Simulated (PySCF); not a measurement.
**How the method changes the constants of TlGa⁻**

State: ⁴Σ⁻ (quartet), unpaired electrons σ ↑, π ↑↑. Set-up: Tl aug-cc-pVDZ-PP with ECP60, Ga aug-cc-pVDZ-PP with ECP10; scalar-relativistic core potentials (PySCF 2.14). De refers to Tl + Ga⁻ in their high-spin ground configurations, without counterpoise correction. The functionals are run spin-unrestricted. A positive dipole points towards Ga; it is taken about the centre of mass and depends on that origin.

```json
{"Level": "UHF-MP2", "Re (Å)": "2.725", "ωe (cm⁻¹)": "159", "De (eV)": "n/a", "μ (D)": "n/a"}
{"Level": "UHF-SCS-MP2", "Re (Å)": "2.724", "ωe (cm⁻¹)": "160", "De (eV)": "n/a", "μ (D)": "n/a"}
{"Level": "UHF-CCSD", "Re (Å)": "2.769", "ωe (cm⁻¹)": "148", "De (eV)": "n/a", "μ (D)": "n/a"}
{"Level": "UHF-CCSD(T)", "Re (Å)": "2.771", "ωe (cm⁻¹)": "146", "De (eV)": "2.03", "μ (D)": "n/a"}
{"Level": "PBE", "Re (Å)": "2.791", "ωe (cm⁻¹)": "136", "De (eV)": "2.15", "μ (D)": "-3.35"}
{"Level": "r²SCAN", "Re (Å)": "2.731", "ωe (cm⁻¹)": "148", "De (eV)": "2.20", "μ (D)": "-3.32"}
{"Level": "TPSSh", "Re (Å)": "2.747", "ωe (cm⁻¹)": "145", "De (eV)": "2.09", "μ (D)": "-3.46"}
{"Level": "r²SCANh", "Re (Å)": "2.723", "ωe (cm⁻¹)": "151", "De (eV)": "2.18", "μ (D)": "-3.32"}
{"Level": "B3LYP", "Re (Å)": "2.798", "ωe (cm⁻¹)": "135", "De (eV)": "1.92", "μ (D)": "-3.25"}
{"Level": "PBE0", "Re (Å)": "2.746", "ωe (cm⁻¹)": "147", "De (eV)": "2.08", "μ (D)": "-3.40"}
{"Level": "LC-ωPBE", "Re (Å)": "2.663", "ωe (cm⁻¹)": "171", "De (eV)": "1.90", "μ (D)": "-3.30"}
```

Question: Which functional lies closest to UHF-CCSD(T) in De, which farthest, and by how much do they differ from it?

Answer: Closest is PBE0 (-2.5 pm in Re, +0.7 % in ωe, +0.05 eV in De against UHF-CCSD(T) in the same basis), farthest r²SCAN (-4.0 pm in Re, +1.4 % in ωe, +0.17 eV in De). CCSD(T) converges more slowly with the basis than the functionals do and binds too weakly in this one, so the order can change at the basis-set limit.

Question: What does a quarter of exact exchange do here, going from PBE to PBE0?

Answer: PBE0 less PBE: -4.5 pm in Re, +8.1 % in ωe, -0.07 eV in De. Exact exchange removes part of the self-interaction that spreads semilocal densities, and in most molecules shortens and stiffens the bond and lowers De; so it does here.

Question: What does the step from GGA to meta-GGA do here, going from PBE to r²SCAN?

Answer: r²SCAN less PBE: -6.0 pm in Re, +8.8 % in ωe, +0.05 eV in De. 

Correlated steps freeze 8 core orbitals. Correlated levels converge slowly with the basis: in double zeta they bind strong bonds too weakly, by up to about 1 eV, and carry superposition errors of some tenths. Spin–orbit coupling is left out, which matters for elements this heavy, above all for dissociation energies. For an ion De counts to the pair picked by the measured ionisation energies or electron affinities, which need not be the lowest pair at this level. The highest Kohn–Sham level is positive in this anion. Much of that is self-interaction error, but it also means that the finite basis helps to hold the extra electron. The state was picked by a PBE0 search and need not be the measured ground state.
